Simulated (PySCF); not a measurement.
## How methods differ on the interval between two levels of Zn

Zn [Ar] 3d10 4s2 → Zn [Ar] 3d9 4s2 4p1 [3F4, M_J = 4], as a difference of total energies. Calculation: PySCF 2.14, in x2c-SVPall-2c with one added diffuse shell each of s, d type (6s5p4d1f, 48 functions); the two-component X2C-1e Hamiltonian. Correlated levels: [Ne] frozen; the 6 highest virtual spinors dropped. "Screened" scales the spin-orbit matrix elements by Boettger's factors to mimic the two-electron term; Breit and QED terms are absent.

| method | interval between two levels (cm⁻¹) |
| --- | --- |
| GHF (spin-free) | 83440 |
| GMP2 (spin-free) | 101100 |
| GHF (screened spin-orbit) | 82663 |
| GMP2 (screened spin-orbit) | 100330 |

The labels give the starting determinants; with spin-orbit coupling the two ends relaxed to ⟨J²⟩ = 0.00, ⟨L²⟩ = 0.00, ⟨S²⟩ = 0.00 and ⟨J²⟩ = 20.03, ⟨L²⟩ = 12.02, ⟨S²⟩ = 2.01.
